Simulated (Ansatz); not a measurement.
# Molecular dynamics of H11N3SSi2

input.yaml

```yaml
crystal:
  periodic: [false, false, false]
  atoms:
    - { symbol: Si, position_ang: [0.148444, -0.344922, -0.116925] }
    - { symbol: Si, position_ang: [-0.16356, 0.105199, 2.508395] }
    - { symbol: H, position_ang: [-1.65122, 0.276418, 2.515226] }
    - { symbol: H, position_ang: [0.212531, -0.699889, 3.715287] }
    - { symbol: H, position_ang: [0.516239, 1.435157, 2.598734] }
    - { symbol: "N", position_ang: [1.740268, 0.072323, -0.643154] }
    - { symbol: H, position_ang: [2.437566, -0.656704, -0.787965] }
    - { symbol: H, position_ang: [1.822533, 0.834996, -1.318421] }
    - { symbol: "N", position_ang: [-0.701467, 1.183859, -0.31979] }
    - { symbol: H, position_ang: [-1.691807, 1.232278, -0.072158] }
    - { symbol: H, position_ang: [-0.233772, 2.048893, -0.041381] }
    - { symbol: "N", position_ang: [-1.032069, -1.47389, -0.69901] }
    - { symbol: H, position_ang: [-0.725904, -2.429271, -0.884237] }
    - { symbol: H, position_ang: [-1.657057, -1.122692, -1.43022] }
    - { symbol: S, position_ang: [1.514587, -2.632477, 0.860029] }
    - { symbol: H, position_ang: [0.409565, -3.388599, 1.122272] }
    - { symbol: H, position_ang: [0.582123, -1.10798, 1.450023] }
basis:
  gaussian: { orbitals: "6-31G*" }
hamiltonian:
  xc: blyp
md:
  timestep: 0.5
  n_steps: 200
  ensemble: nve
  temperature: 300.0
  initial_velocities: maxwell_boltzmann
  seed: 5458
```

Launched with:

```bash
$ ansatz run input.yaml --threads 4 --pin off --max-ram 5120MiB --backend cpu --events-out ev --progress --plain --runs-dir out
```

It starts at the highest image of a converged band. Of that band: Neighbouring images differ by up to 1.9 eV, so the band resolves the path poorly. A vibrational analysis at the climbing image gives one clearly imaginary mode, 769i cm⁻¹: a first-order saddle point.

Output, in part (one step line in 7, the closing report, with atoms numbered from 0):

```
md step     0: t =     0.00 fs  T =   300.0 K  F+E_penalty+E_count = -31235.93667744 eV  E_kin = 0.581670 eV  conserved = -31235.35500744 eV  (33 SCF iters)
md step     7: t =     3.50 fs  T =   190.7 K  F+E_penalty+E_count = -31235.72190989 eV  E_kin = 0.369813 eV  conserved = -31235.35209649 eV  (32 SCF iters)
md step    14: t =     7.00 fs  T =   146.6 K  F+E_penalty+E_count = -31235.63541267 eV  E_kin = 0.284202 eV  conserved = -31235.35121026 eV  (32 SCF iters)
md step    21: t =    10.50 fs  T =   184.1 K  F+E_penalty+E_count = -31235.70995595 eV  E_kin = 0.356923 eV  conserved = -31235.35303327 eV  (32 SCF iters)
md step    28: t =    14.00 fs  T =   190.7 K  F+E_penalty+E_count = -31235.72349073 eV  E_kin = 0.369786 eV  conserved = -31235.35370444 eV  (31 SCF iters)
md step    35: t =    17.50 fs  T =   179.0 K  F+E_penalty+E_count = -31235.69892370 eV  E_kin = 0.347029 eV  conserved = -31235.35189463 eV  (32 SCF iters)
md step    42: t =    21.00 fs  T =   235.4 K  F+E_penalty+E_count = -31235.80837768 eV  E_kin = 0.456495 eV  conserved = -31235.35188299 eV  (33 SCF iters)
md step    49: t =    24.50 fs  T =   270.4 K  F+E_penalty+E_count = -31235.87826053 eV  E_kin = 0.524363 eV  conserved = -31235.35389733 eV  (32 SCF iters)
md step    56: t =    28.00 fs  T =   291.9 K  F+E_penalty+E_count = -31235.92002613 eV  E_kin = 0.565933 eV  conserved = -31235.35409280 eV  (32 SCF iters)
md step    63: t =    31.50 fs  T =   329.5 K  F+E_penalty+E_count = -31235.99113477 eV  E_kin = 0.638859 eV  conserved = -31235.35227575 eV  (33 SCF iters)
md step    70: t =    35.00 fs  T =   360.1 K  F+E_penalty+E_count = -31236.05026111 eV  E_kin = 0.698255 eV  conserved = -31235.35200644 eV  (32 SCF iters)
md step    77: t =    38.50 fs  T =   440.2 K  F+E_penalty+E_count = -31236.20695376 eV  E_kin = 0.853587 eV  conserved = -31235.35336628 eV  (32 SCF iters)
md step    84: t =    42.00 fs  T =   495.6 K  F+E_penalty+E_count = -31236.31430591 eV  E_kin = 0.960829 eV  conserved = -31235.35347648 eV  (33 SCF iters)
md step    91: t =    45.50 fs  T =   498.3 K  F+E_penalty+E_count = -31236.31830415 eV  E_kin = 0.966062 eV  conserved = -31235.35224235 eV  (31 SCF iters)
md step    98: t =    49.00 fs  T =   487.0 K  F+E_penalty+E_count = -31236.29563321 eV  E_kin = 0.944252 eV  conserved = -31235.35138149 eV  (32 SCF iters)
md step   105: t =    52.50 fs  T =   633.1 K  F+E_penalty+E_count = -31236.58132974 eV  E_kin = 1.227582 eV  conserved = -31235.35374822 eV  (31 SCF iters)
md step   112: t =    56.00 fs  T =   710.9 K  F+E_penalty+E_count = -31236.73217823 eV  E_kin = 1.378411 eV  conserved = -31235.35376695 eV  (31 SCF iters)
md step   119: t =    59.50 fs  T =   787.2 K  F+E_penalty+E_count = -31236.87875935 eV  E_kin = 1.526242 eV  conserved = -31235.35251687 eV  (31 SCF iters)
md step   126: t =    63.00 fs  T =   905.7 K  F+E_penalty+E_count = -31237.10836445 eV  E_kin = 1.755984 eV  conserved = -31235.35238017 eV  (31 SCF iters)
md step   133: t =    66.50 fs  T =   998.0 K  F+E_penalty+E_count = -31237.28835721 eV  E_kin = 1.935034 eV  conserved = -31235.35332275 eV  (31 SCF iters)
md step   140: t =    70.00 fs  T =  1016.8 K  F+E_penalty+E_count = -31237.32470496 eV  E_kin = 1.971564 eV  conserved = -31235.35314125 eV  (31 SCF iters)
md step   147: t =    73.50 fs  T =  1058.7 K  F+E_penalty+E_count = -31237.40508082 eV  E_kin = 2.052630 eV  conserved = -31235.35245039 eV  (31 SCF iters)
md step   154: t =    77.00 fs  T =  1042.6 K  F+E_penalty+E_count = -31237.37363275 eV  E_kin = 2.021425 eV  conserved = -31235.35220760 eV  (31 SCF iters)
md step   161: t =    80.50 fs  T =   982.1 K  F+E_penalty+E_count = -31237.25710954 eV  E_kin = 1.904211 eV  conserved = -31235.35289840 eV  (30 SCF iters)
md step   168: t =    84.00 fs  T =  1002.5 K  F+E_penalty+E_count = -31237.29756762 eV  E_kin = 1.943814 eV  conserved = -31235.35375325 eV  (31 SCF iters)
md step   175: t =    87.50 fs  T =  1007.5 K  F+E_penalty+E_count = -31237.30585982 eV  E_kin = 1.953509 eV  conserved = -31235.35235095 eV  (31 SCF iters)
md step   182: t =    91.00 fs  T =  1092.3 K  F+E_penalty+E_count = -31237.46991306 eV  E_kin = 2.117813 eV  conserved = -31235.35209995 eV  (31 SCF iters)
md step   189: t =    94.50 fs  T =  1263.2 K  F+E_penalty+E_count = -31237.80304565 eV  E_kin = 2.449257 eV  conserved = -31235.35378831 eV  (31 SCF iters)
md step   196: t =    98.00 fs  T =  1380.1 K  F+E_penalty+E_count = -31238.03011981 eV  E_kin = 2.675792 eV  conserved = -31235.35432797 eV  (31 SCF iters)
md step   200: t =   100.00 fs  T =  1341.6 K  F+E_penalty+E_count = -31237.95356868 eV  E_kin = 2.601163 eV  conserved = -31235.35240596 eV  (32 SCF iters)
Total energy: -31237.95399463 eV, -1147.9736354570 hartree
Atom 0 at     0.424654    -0.770999    -0.593800 Å, force    -0.941652    -0.543658     1.069561 eV/Å
Atom 1 at    -0.473447     0.756427     3.643031 Å, force    -0.852124    -0.860820     0.063737 eV/Å
Atom 2 at    -1.586112     1.240330     2.723111 Å, force     0.284991     0.037700     0.496096 eV/Å
Atom 3 at    -0.538982     1.347688     5.011274 Å, force    -0.080479     0.194680    -0.000781 eV/Å
Atom 4 at     0.820305     1.075280     3.029470 Å, force     0.439023     0.109923    -0.155304 eV/Å
Atom 5 at     1.873770    -0.074389    -1.146537 Å, force     1.653924     0.009952    -0.994985 eV/Å
Atom 6 at     2.674270    -0.662396    -1.470841 Å, force    -0.756752     0.216017     0.488336 eV/Å
Atom 7 at     1.847780     0.727273    -1.759907 Å, force    -0.200391     0.655764    -0.226036 eV/Å
Atom 8 at    -0.492505     0.460548     0.232007 Å, force    -1.547546    -0.716311    -1.117043 eV/Å
Atom 9 at    -1.564376     0.442959     0.190630 Å, force     2.069692     0.146591     0.415539 eV/Å
Atom 10 at    -0.058609     1.107369     0.870555 Å, force    -0.109833     0.428160     0.168498 eV/Å
Atom 11 at    -0.830330    -1.675830    -1.400482 Å, force    -1.021402     0.891719    -0.939822 eV/Å
Atom 12 at    -0.565531    -2.480293    -1.939436 Å, force     0.605784    -0.929669    -0.081473 eV/Å
Atom 13 at    -1.474716    -1.182500    -2.043345 Å, force     0.081146     0.264543     0.418312 eV/Å
Atom 14 at     1.336896    -2.409487     0.491129 Å, force     0.173615    -0.353128     0.559488 eV/Å
Atom 15 at     0.146918    -2.909693     0.923047 Å, force     0.051738    -0.118039    -0.032608 eV/Å
Atom 16 at    -0.652422    -0.753107     3.813856 Å, force     0.150268     0.566577    -0.131515 eV/Å
Dipole moment:    -0.280633     0.384007    -0.578086 e Å
```

The run went to its last step. The conserved energy stayed within 0.25 meV per atom of its start (net change 0.15 meV per atom), so the integration is sound. The kinetic energy rose, since the run started high on the potential surface and went downhill. It ends in pieces (H4Si + H7N3SSi), so much of that is their flight and rotation, not heat. A run of 0.1 ps of so small a system gives no equilibrium averages. The orbitals stay closed-shell, which can raise the energy where a bond breaks towards radicals; this wasn't checked here.

Between its relaxed ends the band would form Si1–S15, Si2–H17 and break Si1–Si2, S15–H17. These pairs go: Si1–S15 2.84 → 2.17 Å, Si2–H17 1.77 → 1.53 Å, Si1–Si2 2.68 → 4.59 Å, S15–H17 1.88 → 4.21 Å. In the last frame they stand as after the step (other bonds may differ from the relaxed reactants and products). It ends as H4Si + H7N3SSi. Pairs count as bonded within 1.25 times the sum of covalent radii (0.12 Å more for H–H).

Last frame:

```xyz
17
Properties=species:S:1:pos:R:3
Si 0.425 -0.771 -0.594
Si -0.473 0.756 3.643
H -1.586 1.240 2.723
H -0.539 1.348 5.011
H 0.820 1.075 3.030
N 1.874 -0.074 -1.147
H 2.674 -0.662 -1.471
H 1.848 0.727 -1.760
N -0.492 0.461 0.232
H -1.564 0.443 0.191
H -0.059 1.107 0.871
N -0.830 -1.676 -1.401
H -0.566 -2.480 -1.939
H -1.475 -1.183 -2.043
S 1.337 -2.409 0.491
H 0.147 -2.910 0.923
H -0.652 -0.753 3.814
```

Time of the run: 6.9 min on 4 threads of Arm Neoverse V1, with other jobs on the host, peak memory 0.2 GiB.
